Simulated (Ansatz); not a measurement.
Relaxation of FGeH6OSi (10 atoms, charge 0, multiplicity 2), to a largest force component of 0.03 eV/Å in at most 50 steps.

Theory: UKS B3LYP-D4/def2-SVP in Ansatz.

```xyz
10
Properties=species:S:1:pos:R:3:forces:R:3
Ge -0.051 -0.507 -0.377 -0.01 0.03 -0.07
H -0.089 0.067 2.314 -0.03 0.00 -0.28
O 1.635 -0.084 -0.807 0.01 -0.05 0.00
H 2.205 -0.859 -0.920 -0.02 0.04 0.01
F -0.719 1.078 -0.050 0.01 -0.04 0.00
H -0.845 -1.017 -1.649 0.01 0.01 0.00
Si -0.018 0.113 3.784 0.02 0.01 0.34
H -0.750 -1.061 4.342 0.00 0.00 0.00
H 1.407 0.052 4.216 0.00 0.00 -0.01
H -0.641 1.372 4.279 0.00 0.00 0.00
```

Task: Where does it end, and by what steps?

Result: The run converged. The force dipped under the threshold on the way, but the program's further checks kept it going. After 30 steps the energy has fallen by 0.062 eV; H9 moved furthest, 1.36 Å.

```csv
step,energy less start (eV),largest force component (eV/Å),accepted
0,0.0000,0.344,yes
2,-0.0113,0.071,yes
4,-0.0158,0.287,yes
6,-0.0232,0.054,yes
8,-0.0259,0.055,yes
10,-0.0273,0.351,no
12,-0.0338,0.147,yes
14,-0.0386,0.168,yes
16,-0.0434,0.043,yes
18,-0.0495,0.094,yes
20,-0.0529,0.063,yes
22,-0.0551,0.069,yes
24,-0.0570,0.091,yes
26,-0.0603,0.072,yes
28,-0.0616,0.032,yes
30,-0.0619,0.014,yes
```

```xyz
10
Properties=species:S:1:pos:R:3
Ge -0.179 -0.565 -0.259
H -0.781 0.995 2.525
O 1.550 -0.116 -0.188
H 2.121 -0.814 0.163
F -0.947 1.004 -0.349
H -0.520 -1.250 -1.641
Si 0.020 0.185 3.483
H -0.698 -1.089 3.778
H 1.339 -0.137 2.868
H 0.229 0.941 4.751
```

Whether the end is a true minimum wasn't checked by a vibrational analysis.

Time of the run: 87 s on 4 threads of Arm Neoverse V1, with other jobs on the host, peak memory 0.36 GiB.
